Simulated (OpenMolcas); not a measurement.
Pd2+ (d8) among equal point charges was computed by CASSCF with the d shell active (OpenMolcas, ANO-RCC-VDZP on the metal). Its lowest spin-free states, and all those of the highest spin:

| 2S+1 | Degeneracy | E (cm-1) |
| --- | --- | --- |
| 1 | 1 | 0.0 |
| 3 | 1 | 2027 |
| 3 | 1 | 10294 |
| 1 | 1 | 10488 |
| 3 | 2 | 12155 |
| 3 | 1 | 24504 |
| 1 | 1 | 24741 |
| 1 | 1 | 25234 |
| 1 | 2 | 25434 |
| 3 | 2 | 26675 |
| 1 | 1 | 38554 |
| 1 | 2 | 40168 |
| 3 | 1 | 47443 |
| 3 | 2 | 53472 |

**Question.** Is the site octahedral, tetrahedral or cube-like, axial, or of lower symmetry?

**Answer.** The states with 2S+1 = 3 have orbital degeneracies 1, 1, 2, 1, 2, 1, 2. There are pairs but no triples, so the site is axial: not cubic, but with a proper or improper axis of order three or more. The run had Pd2+ among 4 point charges of -2 e arranged as a square (D4h), 1.77 Å from the ion. The active orbitals were held to one l.

Spin-orbit coupling mixes the spin-free states strongly: the lowest level takes only 70 % from its leading state, 1A1. Without dynamic correlation the repulsion within the d shell is too large (B by tens of per cent), so at a given field states of lower spin stand too high. This shell can be high or low spin here, a state of another spin lies low, and with metal d orbitals alone active their balance is uncertain, so the ground spin may be wrong, although the usual error favours high spin. Point charges carry no covalency, so the field is a model and not that of real ligands. No measured value stands beside these numbers.
